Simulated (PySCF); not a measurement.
# Bond curve of CaN

Set-up: PySCF, no relativity, basis sets Ca pcseg-1, N pcseg-1. Energies in eV from Ca + N in their ground configurations at the same level. State: ⁴Σ⁻ (quartet), unpaired electrons σ ↑, π ↑↑.

```tsv
R (Å)	UHF-SCS-MP2
1.941	0.5602
2.031	0.1118
2.122	-0.1617
2.189	-0.2820
2.257	-0.3484
2.325	-0.3742
2.415	-0.3632
2.528	-0.3009
2.663	-0.1661
2.844	0.0644
```

Correlated steps freeze 6 core orbitals. The bond is weak. Basis-set superposition, not corrected here, can be much of De in a small basis, most of all at correlated wavefunction levels. The state was picked by a PBE0 search and need not be the measured ground state.
